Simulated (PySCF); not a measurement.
## Dipole moment and polarisability of `C=C[SiH2]N[SiH2]P`

C2H10NPSi2.
Cartesian coordinates in Å at the PBE0-D3(BJ)/def2-SVP level; atoms count from 1:
```
atom  x, y, z in Å
C1    -3.1991    1.3673   -0.1183
C2    -2.0040    0.9062   -0.5060
Si3   -1.1777   -0.5638    0.2964
N4     0.3819   -0.1317    0.9471
Si5    1.9274   -0.8928    0.7165
P6     3.4147    0.6695    0.0226
H7    -3.7587    0.8994    0.7007
H8    -3.6785    2.2293   -0.5964
H9    -1.4900    1.4192   -1.3306
H10   -0.9176   -1.6531   -0.6920
H11   -2.1259   -1.0622    1.3451
H12    0.3852    0.6814    1.5601
H13    1.7228   -2.0064   -0.2564
H14    2.5001   -1.4576    1.9811
H15    4.4818   -0.2690   -0.1359
H16    3.0111    0.6028   -1.3465
```

Level: wB97X-D/def2-SVPD (PySCF), static field, nuclei fixed, core orbitals frozen in the response. The polarisability tensor in these axes (au):

```
x   142.77  -4.30  -3.84
y    -4.30 107.53  -6.33
z    -3.84  -6.33  95.35
```

Q: Diagonalise the tensor; give its mean and Δα, where Δα² is half the sum of the squared differences of the eigenvalues.

A: Principal values 92.11, 110.05 and 143.48 au; mean 115.21 au = 17.07 Å³ = 19.00 × 10⁻⁴⁰ C²·m²/J; Δα = 45.16 au (39 % of the mean).

Q: What is the dipole moment, and where does it point?

A: (-0.77, 0.46, -0.08) D, 0.91 D in size, pointing from the negative to the positive side. Measured along this direction, the outermost atoms are H15 at the negative end and H8 at the positive end.

Q: Refractivity n − 1 of an ideal gas of it at 273.15 K and 1 atm, from the electronic α?

A: N = p/kT = 2.6868 × 10¹⁹ cm⁻³, so n − 1 = 2π × N × 17.07 × 10⁻²⁴ cm³ = 2882 × 10⁻⁶ at long wavelengths.

Q: Along which axes do the principal values lie, and how far do the nuclei extend along each?

A: Largest value along (0.99, -0.11, -0.07), where the nuclei span 8.36 Å; middle along (0.07, 0.91, -0.41), 3.97 Å; least along (0.10, 0.40, 0.91), 3.12 Å. The response follows the extents in order.

Q: What depolarisation ratio follows for Rayleigh scattering of linearly polarised light, taking the static tensor?

A: ρ = 3Δα²/(45ᾱ² + 4Δα²) = 6118.0/(597345 + 8157.3) = 0.0101.

The structure is a single PBE0-D3(BJ)/def2-SVP conformer in the gas phase; no vibrational or solvent corrections.
